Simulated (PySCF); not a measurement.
Distorted geometries of [Ce(NH3)2]3+

[Ce(NH3)2]3+ (singlet in the valence; each metal's 4f electrons, 1 of them, lie in its core potential, out of spins and levels). PySCF 2.14.0, RKS TPSS, Ce lcecp-1-SVP with ECP47, N def2-SVP, H def2-SVP; non-relativistic Hamiltonian with scalar-relativistic core potentials where named; density fitting; no spin-orbit coupling. Relaxed geometry:

```xyz
9

Ce   -0.0853   -1.1729   -0.0004
N     0.0165    0.1983    2.1108
H     0.8485    0.8238    2.2130
H    -0.7856    0.8499    2.2731
H     0.0396   -0.3644    2.9927
N     0.0155    0.1992   -2.1100
H     0.8576    0.0316   -2.7085
H    -0.7746    0.0397   -2.7775
H     0.0159    1.2380   -1.9934
```

Question: Order these distorted geometries by energy above the relaxed one, lowest first.
A.
```xyz
9

Ce   -0.0287   -1.3363   -0.1193
N    -0.1265    0.2487    2.1024
H     0.8596    0.8781    2.2721
H    -0.8091    0.7934    2.2726
H    -0.0269   -0.2637    2.8975
N    -0.0222    0.1092   -2.2362
H     0.8883    0.0897   -2.6083
H    -0.6757    0.1050   -2.5987
H     0.0893    1.2193   -1.9823
```
B.
```xyz
9

Ce   -0.1079   -1.1643    0.0471
N    -0.0078    0.1756    2.1154
H     0.8578    0.8170    2.2101
H    -0.7639    0.8935    2.2813
H     0.0163   -0.3380    2.9355
N     0.0070    0.1883   -2.1073
H     0.8403    0.0704   -2.7121
H    -0.7627   -0.0219   -2.8019
H     0.0689    1.2228   -1.9680
```
C.
```xyz
9

Ce    0.0912   -1.1155    0.0665
N     0.0792    0.1751    2.0793
H     0.8529    0.8281    2.2050
H    -0.8826    0.7907    2.3456
H    -0.1835   -0.4246    2.9025
N    -0.0762    0.1884   -2.0824
H     0.8710    0.1363   -2.7139
H    -0.6608    0.0473   -2.7611
H     0.0569    1.2174   -2.0414
```

Answer: B (0.23 eV), C (1.42 eV), A (5.33 eV).

Question: Which forces (eV/Å) act in the one that lies 5.33 eV up?

Answer: 
```
Ce   -0.26   0.62   0.67
N    10.42  -2.57  -5.15
H    -3.01  -1.30  -0.84
H    -7.36   6.19   1.43
H     0.10  -2.96   3.83
N    26.38   4.05  19.94
H     1.53  -0.97  -2.61
H   -27.02  -0.82 -17.08
H    -0.77  -2.24  -0.20
```
Forces carry noise of the integration grid, about 0.01 to 0.03 eV/Å.

No frequency check is given that shows the relaxed geometry to be a minimum. An lcecp potential fixes the number of 4f electrons, so in runs with it no electron can move into or out of that shell.
